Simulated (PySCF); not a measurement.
H₉NSi₄, SMILES N1[SiH2][SiH2][SiH2][SiH2]1.

The structure is a stationary point at B3LYP-D3(BJ)/def2-SVP. The geometry has at least one imaginary mode, so it is a saddle point at that level. This is a generated structure with no PubChem entry under its InChIKey; it may be hypothetical.

Computed with B3LYP-D3(BJ)/def2-SVP in PySCF.

Frequencies are harmonic and unscaled.

```csv
mode,ν (cm⁻¹),IR (km/mol),moving atoms (share of kinetic energy)
1,45i,0.0,"Si 63 %, H 37 %"
2,36i,2.0,"N 47 %, H 36 %, Si 17 %"
3,230,0.5,Si 92 %
4,324,5.4,H 96 %
5,329,3.4,"Si 60 %, N 34 %"
6,362,0.0,"H 91 %, Si 9 %"
7,383,47.2,H 92 %
8,401,0.0,"Si 90 %, H 10 %"
9,421,3.7,"Si 84 %, H 16 %"
10,444,45.5,H 91 %
11,451,2.2,"Si 86 %, H 14 %"
12,539,0.0,"H 72 %, Si 28 %"
13,617,0.2,"Si 35 %, N 35 %, H 30 %"
14,633,48.3,"H 83 %, Si 16 %"
15,636,8.4,"H 86 %, Si 13 %"
16,682,32.0,"H 86 %, Si 12 %"
17,698,0.1,H 95 %
18,723,0.0,H 96 %
19,732,75.1,"H 82 %, N 14 %"
20,783,143.3,"H 83 %, Si 16 %"
21,888,564.7,"H 76 %, Si 16 %, N 8 %"
22,912,95.5,H 95 %
23,928,212.1,"N 41 %, H 40 %, Si 19 %"
24,929,3.2,H 92 %
25,983,119.4,H 92 %
26,1002,0.0,H 93 %
27,1193,71.7,"H 69 %, N 28 %"
28,2177,0.7,H 96 %
29,2178,227.2,H 96 %
30,2183,206.5,H 98 %
31,2189,135.7,H 98 %
32,2199,121.0,H 98 %
33,2206,40.8,H 98 %
34,2208,0.1,H 96 %
35,2216,196.8,H 96 %
36,3539,34.3,H 93 %
```
